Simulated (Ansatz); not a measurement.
Reaction (redistribution): `O[SiH2]S[SiH](Cl)Cl` + `C=C[SiH2][GeH3]` → `O[SiH2][GeH3]` + `C=C[SiH2]S[SiH](Cl)Cl`

Program: Ansatz. Geometries: PBE0-D4/def2-TZVP. ΔE: electronic, gas phase. CCSD(T)/CBS adds triple-zeta CCSD(T) − MP2 to the extrapolated MP2 energy (def2 sets, frozen cores). Functionals use def2-TZVPP. For Ge outer-core shells are correlated without core-valence functions, which leaves a few kJ/mol of doubt a bond. Scalar relativity is left out up to krypton. One conformer a species, not always the lowest.

| level | ΔE (kcal/mol) |
| --- | --- |
| r2SCAN-D4 | 4.3 |
| PBE0 | 4.7 |
| SCS-MP2/def2-QZVPP | 3.3 |
| CCSD/CBS(def2) | 3.6 |

Q: What does CCSD(T)/CBS give? (Best estimate.)

A: Ansatz gave: +3.7 kcal/mol. The listed levels differ from it by 0.6, 1.0, -0.4, -0.1 kcal/mol.

Largest T1 diagnostic among the species: 0.012.

The D4 term adds −1.5 kcal/mol with B3LYP and −1.0 kcal/mol with PBE0; it sums over pairs of atoms, weighted by their polarisabilities, and B3LYP, whose exchange is more repulsive, gets the larger term.

B3LYP here is the variant with VWN-RPA as its local correlation; programs differ in this.
